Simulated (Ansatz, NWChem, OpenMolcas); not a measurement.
# A ladder of methods for GeTe (SMILES [Ge][Te])

GeTe has 2 atoms, charge 0, and is taken as a singlet. SMILES: `[Ge][Te]`. The bond length is the measured one.

```xyz
2

Ge    0.0000    0.0000    0.0000
Te    0.0000    0.0000    2.3402
```

Each level gives the dipole moment (D). The values are calculated.

```json
{"level": "HF/def2-TZVP (core potential)", "kind": "Hartree–Fock", "program": "OpenMolcas", "value (D)": "1.92", "CPU time": "13 s"}
{"level": "SVWN5/def2-TZVP (core potential)", "kind": "LDA", "program": "OpenMolcas", "value (D)": "1.00", "CPU time": "18 s"}
{"level": "BLYP/def2-TZVP (core potential)", "kind": "GGA", "program": "NWChem", "value (D)": "1.05", "CPU time": "46 s"}
{"level": "PBE/def2-TZVP (core potential)", "kind": "GGA", "program": "NWChem", "value (D)": "1.00", "CPU time": "44 s"}
{"level": "TPSS/def2-TZVP (core potential)", "kind": "meta-GGA", "program": "NWChem", "value (D)": "1.04", "CPU time": "45 s"}
{"level": "BHLYP/def2-TZVP (core potential)", "kind": "global hybrid", "program": "NWChem", "value (D)": "1.52", "CPU time": "40 s"}
{"level": "M06-2X/def2-TZVP (core potential)", "kind": "hybrid meta-GGA", "program": "NWChem", "value (D)": "1.67", "CPU time": "46 s"}
{"level": "MP2/def2-TZVP (core potential)", "kind": "perturbation theory", "program": "Ansatz", "value (D)": "0.80", "CPU time": "7.6 s"}
```

The values span 0.80 to 1.92 D. In the correlated wave-function rows the outer d shell of Ge, Te is correlated, in sets not made for it. Magnitudes only: a small dipole may point the other way at some levels. Times are those of the runs behind each value, whatever else they computed, on shared processors of several kinds: orders of magnitude only.
